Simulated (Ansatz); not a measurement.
One change: `BN[SiH]([SiH3])S` becomes `[SiH3][SiH](S)[AsH2]`.

Ansatz, PBE0-D4/def2-TZVP geometries, multiplicity 1. Each molecule was computed in one conformer, which needn't be the lowest.

Scalar relativity is left out up to krypton.

```
                             property  `BN[SiH]([SiH3])S`
LUMO energy (ωB97M-V/def2-TZVPP) / eV                1.37
  HOMO–LUMO gap (PBE/def2-TZVPP) / eV                4.94
 HOMO–LUMO gap (PBE0/def2-TZVPP) / eV                7.05
HOMO–LUMO gap (B3LYP/def2-TZVPP) / eV                6.59
   LUMO energy (PBE0/def2-TZVPP) / eV               -0.46
  HOMO energy (B3LYP/def2-TZVPP) / eV               -7.26
```

Q: Give the same properties after the change, and the shifts. (An estimate is asked.)

A: Computed: 
```
                             property  `[SiH3][SiH](S)[AsH2]`  shift
LUMO energy (ωB97M-V/def2-TZVPP) / eV                    1.16  -0.21
  HOMO–LUMO gap (PBE/def2-TZVPP) / eV                    4.76  -0.18
 HOMO–LUMO gap (PBE0/def2-TZVPP) / eV                    6.64  -0.41
HOMO–LUMO gap (B3LYP/def2-TZVPP) / eV                    6.23  -0.36
   LUMO energy (PBE0/def2-TZVPP) / eV                   -0.57  -0.11
  HOMO energy (B3LYP/def2-TZVPP) / eV                   -6.99   0.27
```

With PBE0 the HOMO rises by 0.30 eV and the LUMO falls by 0.11 eV, so the gap narrows by about 0.41 eV. PBE moves the HOMO by 0.23 eV and ωB97M-V by 0.42 eV.

B3LYP here is the variant with VWN-RPA as its local correlation; programs differ in this.
